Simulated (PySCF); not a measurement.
**Working out the ionisation energy of Hg⁺**

Hg⁺ [Xe] 4f14 5d10 6s1 (2S) → Hg²⁺ [Xe] 4f14 5d10 (1S). Calculation: PySCF 2.14, in aug-cc-pVDZ-PP with ECP60MDF; a scalar-relativistic core potential. Frozen: 5s2 5p6. Energies in hartree (1 hartree = 27.21139 eV):

```tsv
part	Hg⁺ (lower)	Hg²⁺ (upper)
UHF	-152.226049	-151.598707
MP2 opposite-spin	-0.202007	-0.169729
MP2 same-spin	-0.113013	-0.093025
```

Question: What does Hartree-Fock give?

Answer: (-151.598707) − (-152.226049) = 0.627342 hartree = 17.071 eV.

Question: What do MP2 and SCS-MP2 (6/5 opposite-spin, 1/3 same-spin) give?

Answer: The opposite-spin parts differ by 0.878 eV and the same-spin parts by 0.544 eV. MP2: 17.071 + (0.878) + (0.544) = 18.493 eV. SCS-MP2: 17.071 + 1.2 × (0.878) + (0.544)/3 = 18.306 eV.

Measured between the centres of the two terms (NIST): 18.757 eV, so MP2 (valence) is off by -0.264 eV.

A double-zeta basis recovers only part of the correlation energy.

What remains against the reference includes basis incompleteness, the frozen core and correlation beyond second order.
